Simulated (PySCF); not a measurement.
Cl₂FH₅Si₃, SMILES F[SiH2][SiH2][SiH](Cl)Cl.

The structure is a stationary point at B3LYP-D3(BJ)/def2-SVP. This is a generated structure with no PubChem entry under its InChIKey; it may be hypothetical. The values are those of a single conformer.

Two levels are set side by side: PBE/def2-TZVP (PySCF) and PBE0/def2-TZVP (PySCF). Same geometry, gas phase. Differences are taken from unrounded values.

```
quantity                      PBE0    PBE  PBE minus PBE0
---------------------------  -----  -----  --------------
orbital gap (eV)              6.91   4.92           -1.99
highest occupied level (eV)  -8.19  -7.02            1.17
lowest empty level (eV)      -1.28  -2.10           -0.82
dipole moment (D)             0.79   0.71           -0.08
mean polarisability (bohr³)  105.3  109.7             4.4
```

Without exact exchange PBE keeps part of each electron's self-repulsion, which lifts occupied levels and narrows the gap. Loosely held outer electrons make PBE densities more polarisable. Differences between two approximate levels are no errors against the true value.

Rough cost on one machine, each run with all the roots and properties that it gave: PBE0 against PBE within a factor of 2.
